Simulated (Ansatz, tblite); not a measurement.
Clusters of 5 atoms, capped: E(high spin) − E(low spin) (eV) at several levels, gas phase, relaxed structures; Ansatz, xTB through tblite. Each state is relaxed at the level in the geometry column; the other columns are single points. Clusters are the lowest isomers that short searches found in that spin, judged at the geometry's level. Core potentials for Pd in the def2 sets, no spin–orbit coupling. xTB has no spin-polarisation term. Singlets are spin-restricted. The structures are stationary points that may keep the symmetry of their start. Remarks come from the PBE and PBE0 runs and from stability tests at other levels; not every state was tested. HOMO above LUMO (over both spins in singlets and doublets, within one spin in higher multiplets; at PBE or PBE0), or a gap under 0.15 eV within one spin, warns that the state may not be the lowest or that an electron is smeared out.

| species | state | geometry | GFN1-xTB | GFN2-xTB | PBE-D4/def2-TZVP | r2SCAN-D4/def2-TZVP | PBE0-D4/def2-TZVP |
| --- | --- | --- | --- | --- | --- | --- | --- |
| Ga2Cl3 | quartet − doublet | r2SCAN-D4/def2-SVP | 5.48 | 5.19 | 3.12 | 3.07 | 3.24 |
| Ge2H3 | quartet − doublet | r2SCAN-D4/def2-TZVP | 1.95 | 2.68 | 1.41 | 1.17 | 1.26 |
| C2H3⁺ | quintet − singlet | PBE0-D4/def2-TZVP | 9.63 | 9.77 | 7.80 | 7.36 | 7.57 |
| B3F2 | quartet − doublet | PBE-D4/def2-SVP | 2.67 | 2.74 | 1.54 | 1.39 | 1.40 |
| Ga3H2 | quartet − doublet | r2SCAN-D4/def2-SVP | 2.75 | 2.65 | 0.87 | 0.74 | 0.76 |

Estimate the rows for Pd2H3 (quartet − doublet, PBE0-D4/def2-TZVP geometry); Al3H2 (quartet − doublet, B3LYP-D4/def2-TZVP geometry).


```
species              state            geometry  GFN1-xTB  GFN2-xTB  PBE-D4/def2-TZVP  r2SCAN-D4/def2-TZVP  PBE0-D4/def2-TZVP                                                                                remarks
  Pd2H3  quartet − doublet   PBE0-D4/def2-TZVP      4.69      2.90              2.26                 2.13               1.98  gap within one spin near zero, gap within one spin near zero at PBE or PBE0 (quartet)
  Al3H2  quartet − doublet  B3LYP-D4/def2-TZVP      3.84      1.82              0.71                 0.60               0.63                                                                                      –
```
